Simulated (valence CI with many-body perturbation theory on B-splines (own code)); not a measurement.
Forbidden lines of As

Calculated by configuration interaction combined with many-body perturbation theory (CI+MBPT): five valence electrons over a frozen Dirac-Fock core [Ar] 3d10, radial functions for each j: 10 s, 10 p, 9 d, 7 f, 4 g, 2 h, with the one-electron correlation potential Σ1, the two-electron term Σ2, the three-electron term Σ3, Breit, model QED; selected CI, second order for the rest, scaled by the run's own slope (own B-spline code, finite nucleus).

Against 11 measured levels this calculation errs by 73 cm⁻¹ on average and by 115 at most. These come from a selection out of the NIST Handbook of Basic Atomic Spectroscopic Data. Levels without a partner in it may be off by more. Among the levels kept, up to 860 cm⁻¹ of a level comes from second order outside the variational space, and about a tenth of that is noise between levels of different J, which matters for small intervals.

Lines 1 to 14 of 14 in falling wavelength, among levels below 8.669 eV, chosen from the decays that carry over 1 % of a level's rate. Wavelengths and rates use the calculated energies, so an error of 70 cm⁻¹ moves a line at 13700 Å by 0.96 % and its rate by three times that or more. Electric multipoles are in the length gauge, E1 and E2 with the static RPA response of the core. S is in atomic units (e²a₀⁴ for E2 and M2, e²a₀⁶ for E3), for M1 in squared Bohr magnetons. Weak lines are less certain than strong ones. Lines between different terms over intervals too small for the method are left out, as are lines whose strength nearly cancels.

| λ vac (Å) | λ from measured levels | Upper | Lower | Type | A (s⁻¹) | S (a.u.) |
| --- | --- | --- | --- | --- | --- | --- |
| 3.022e+05 | 3.104e+05 | 4s2 4p3 2D°_5/2 | 4s2 4p3 2D°_3/2 | M1 | 3.79e-04 | 2.33e+00 |
| 13700 | 13750 | 4s2 4p3 2P°_1/2 | 4s2 4p3 2D°_5/2 | E2 | 5.83e-02 | 5.03e+01 |
| 13110 | 13170 | 4s2 4p3 2P°_1/2 | 4s2 4p3 2D°_3/2 | M1 | 2.74e-01 | 4.57e-02 |
| 13110 | 13170 | 4s2 4p3 2P°_1/2 | 4s2 4p3 2D°_3/2 | E2 | 1.05e-01 | 7.25e+01 |
| 12930 | 12930 | 4s2 4p3 2P°_3/2 | 4s2 4p3 2D°_5/2 | M1 | 2.60e-01 | 8.33e-02 |
| 12930 | 12930 | 4s2 4p3 2P°_3/2 | 4s2 4p3 2D°_5/2 | E2 | 1.26e-01 | 1.63e+02 |
| 12400 | 12410 | 4s2 4p3 2P°_3/2 | 4s2 4p3 2D°_3/2 | M1 | 5.17e-01 | 1.46e-01 |
| 12400 | 12410 | 4s2 4p3 2P°_3/2 | 4s2 4p3 2D°_3/2 | E2 | 5.91e-02 | 6.18e+01 |
| 9419 | 9440 | 4s2 4p3 2D°_3/2 | 4s2 4p3 4S°_3/2 | M1 | 5.10e-02 | 6.31e-03 |
| 9419 | 9440 | 4s2 4p3 2D°_3/2 | 4s2 4p3 4S°_3/2 | E2 | 1.67e-03 | 4.42e-01 |
| 9134 | 9162 | 4s2 4p3 2D°_5/2 | 4s2 4p3 4S°_3/2 | E2 | 2.76e-03 | 9.41e-01 |
| 9134 | 9162 | 4s2 4p3 2D°_5/2 | 4s2 4p3 4S°_3/2 | M1 | 1.33e-03 | 2.26e-04 |
| 5480 | 5499 | 4s2 4p3 2P°_1/2 | 4s2 4p3 4S°_3/2 | M1 | 5.70e-01 | 6.96e-03 |
| 5352 | 5363 | 4s2 4p3 2P°_3/2 | 4s2 4p3 4S°_3/2 | M1 | 1.34e+00 | 3.04e-02 |
